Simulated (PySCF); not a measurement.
**Worked example: entropy of an ideal gas**

C2H4BN3, SMILES C1=NB(N)N=C1.

Coordinates come from a PBE-D3(BJ)/def2-SVP optimisation. This is a generated structure with no PubChem entry under its InChIKey; it may be hypothetical. One conformer was computed; it need not be the lowest.

PBE-D3(BJ)/def2-SVP (PySCF) gives the harmonic wavenumbers 143, 300, 449, 565, 598, 653, 672, 774, 794, 852, 859, 865, 964, 1106, 1266, 1283, 1395, 1560, 1582, 1627, 3006, 3021, 3514, 3627 cm⁻¹ and the rotational temperatures 0.3810, 0.1817, 0.1230 K. The molar mass is 80.88 g/mol, the symmetry number 2, the spin multiplicity 1.

Question: Work out the entropy at 298.15 K and 1 atm in the rigid-rotor, harmonic-oscillator model.

Answer: 
Translation (Sackur–Tetrode at 1 atm): S = R[1.5 ln M + 2.5 ln T − 1.16487] = 163.5 J/(mol K).
Rotation: q = (√π/σ) T^1.5/√(θA θB θC) = 49400, S = R[ln q + 3/2] = 102.3 J/(mol K).
Vibration: with u = 1.4388 ν/T, each mode gives R[u/(e^u − 1) − ln(1 − e^−u)]:
| ν (cm⁻¹) | modes | u | S (J/(mol K)) |
|---|---|---|---|
| 143 | 1 | 0.69 | 11.56 |
| 300 | 1 | 1.45 | 5.93 |
| 449 | 1 | 2.17 | 3.34 |
| 565 | 1 | 2.73 | 2.15 |
| 598 | 1 | 2.89 | 1.90 |
| 653 | 1 | 3.15 | 1.54 |
| 672 | 1 | 3.24 | 1.43 |
| 774 | 1 | 3.74 | 0.96 |
| 794 | 1 | 3.83 | 0.89 |
| 852 | 1 | 4.11 | 0.71 |
| 859 | 1 | 4.15 | 0.69 |
| 865 | 1 | 4.17 | 0.67 |
| 964 | 1 | 4.65 | 0.45 |
| 1106 | 1 | 5.34 | 0.25 |
| 1266 | 1 | 6.11 | 0.13 |
| 1283 | 1 | 6.19 | 0.12 |
| 1395 | 1 | 6.73 | 0.08 |
| 1560 | 1 | 7.53 | 0.04 |
| 1582 | 1 | 7.63 | 0.03 |
| 1627 | 1 | 7.85 | 0.03 |
The stiffer modes add less than 0.005 each. Sum 32.9 J/(mol K).
Spin: R ln 1 = 0.0 J/(mol K).
Total 298.8 J/(mol K); the program's own thermochemistry gives 298.7. Translation makes up 55 % and vibration 11 %. Anharmonicity, hindered rotation and orbital degeneracy are left out.
